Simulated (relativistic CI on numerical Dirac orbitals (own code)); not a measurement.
## Mo15+: sensitivity of the levels to the model

Base calculation: Dirac-Coulomb-Breit CI, orbitals from a KLI potential per configuration, QED by a radiative potential, unscaled Slater integrals.

Configurations in the expansion (outside the closed core [Ne]): 3s2.3p6.3d9, 3s2.3p5.3d10, 3s.3p6.3d10, 3s2.3p6.3d8.4s, 3s2.3p6.3d8.4p, 3s2.3p6.3d8.4d, 3s2.3p6.3d7.4s2, 3s2.3p6.3d8.4f, 3s2.3p6.3d7.4s.4p, 3s2.3p5.3d9.4s, 3s2.3p6.3d8.5s, 3s2.3p6.3d7.4p2, 3s2.3p6.3d8.5p, 3s2.3p4.3d10.4s, 3s2.3p6.3d7.4s.4d, 3s2.3p5.3d9.4p. Levels of other configurations are missing.

Variants: (1) QED terms removed. Shifts of the energy above 3s2.3p6.3d9 2D_5/2, in cm⁻¹, for the lowest level and the first level of each name with at least 55 % of one term (blank where a level changes its place among those of its configuration and J or its character, or is not in the variant):

```csv
Level,Base,Δ(1)
3s2.3p6.3d9 2D_5/2,0,0
3s2.3p6.3d9 2D_3/2,26876,-86
3s2.3p5.3d10 2P°_3/2,1339553,+211
3s2.3p5.3d10 2P°_1/2,1486049,-75
3s2.3p6.3d8.4s 4F_9/2,1832581,-1049
3s2.3p6.3d8.4s 4F_7/2,1841739,-1054
3s2.3p6.3d8.4s 4F_5/2,1858861,-1118
3s2.3p6.3d8.4s 4F_3/2,1862571,-1099
3s2.3p6.3d8.4s 2F_7/2,1862776,-1113
3s2.3p6.3d8.4s 4P_1/2,1902722,-1105
3s2.3p6.3d8.4s 2D_5/2,1915807,-1186
3s2.3p6.3d8.4s 2P_1/2,1919135,-1109
3s2.3p6.3d8.4s 2P_3/2,1921362,-1157
3s2.3p6.3d8.4s 2G_9/2,1922930,-1114
3s2.3p6.3d8.4s 2G_7/2,1923205,-1115
3s2.3p6.3d8.4s 2S_1/2,2013365,-1136
3s2.3p6.3d8.4p 4D°_7/2,2077447,-148
3s2.3p6.3d8.4p 4D°_5/2,2103034,-217
3s2.3p6.3d8.4p 4G°_7/2,2108052,-219
3s2.3p6.3d8.4p 4G°_11/2,2117339,-215
3s2.3p6.3d8.4p 4D°_3/2,2125207,-251
3s2.3p6.3d8.4p 4F°_9/2,2125269,-215
```

At this charge energies of transitions that change n are usually good to better than 1 %, and those within a shell (Δn = 0) to a few per cent.

Ionisation energy from the two ground configurations alone: base 590.989 eV. The NIST ASD value (theoretical) is 591 eV.

LS names give the leading component of a level, which can be under half, so a name can repeat, a term be missing and a line seem to break the LS rules.
